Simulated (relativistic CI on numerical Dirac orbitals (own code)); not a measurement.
# Ir⁵⁺: L2,3 absorption edge

Computed with this model: Dirac-Coulomb-Breit CI, orbitals from a KLI potential per configuration, model QED, valence Slater integrals scaled by 0.8, multiplet model of core-to-valence dipole absorption; configurations [Xe] 4f14 5d4 → [He] 2s2 2p5 3s2 3p6 3d10 4s2 4p6 4d10 4f14 5s2 5p6 5d5; 300 K; Lorentzian 5 eV and Gaussian 1 eV FWHM. Energies are those of the free ion, without screening or charge transfer. The branching ratio is the share of the lower-energy edge in the whole absorption, uncertain by about 0.02 where the edges overlap. S is read from ⟨S²⟩ = S(S + 1).

Field parameters in Wybourne normalisation: D4h B²₀ = −7Ds, B⁴₀ = 21(Dq − Dt), B⁴₄ = 21√(5/14) Dq. The field is a parameter set, without covalency.

Computed curve for D4h, 10Dq = 31400, Ds = -1500, Dt = -430 cm⁻¹, scaled to 100 at the maximum (points under 2 are left out and the grid is thinned):

```csv
Energy (eV),Intensity
11199.0,2.0
11200.0,2.2
11201.0,2.5
11202.0,2.8
11203.0,3.2
11203.5,3.4
11204.5,3.8
11205.5,4.4
11206.5,5.1
11207.5,6.0
11208.5,7.2
11209.5,8.7
11210.5,10.9
11211.5,13.8
11212.5,18.1
11213.0,21.0
11214.0,29.1
11215.0,41.3
11216.0,57.7
11217.0,74.2
11218.0,86.3
11219.0,95.9
11220.0,100.0
11221.0,91.7
11222.0,74.3
11222.5,64.7
11223.5,47.3
11224.5,33.8
11225.5,24.4
11226.5,18.1
11227.5,13.9
11228.5,10.9
11229.5,8.8
11230.5,7.2
11231.5,6.0
11232.0,5.6
11233.0,4.7
11234.0,4.1
11235.0,3.6
11236.0,3.2
11237.0,2.8
11238.0,2.5
11239.0,2.2
11240.0,2.0
12824.0,2.5
12824.5,2.9
12825.5,4.0
12826.5,5.6
12827.5,8.1
12828.5,11.2
12829.5,13.7
12830.5,14.4
12831.5,13.1
12832.5,10.6
12833.5,8.0
12834.0,6.8
12835.0,4.9
12836.0,3.6
12837.0,2.7
12838.0,2.1
```

The ground state has S = 1.07, and the centroid lies at 11406.09 eV.
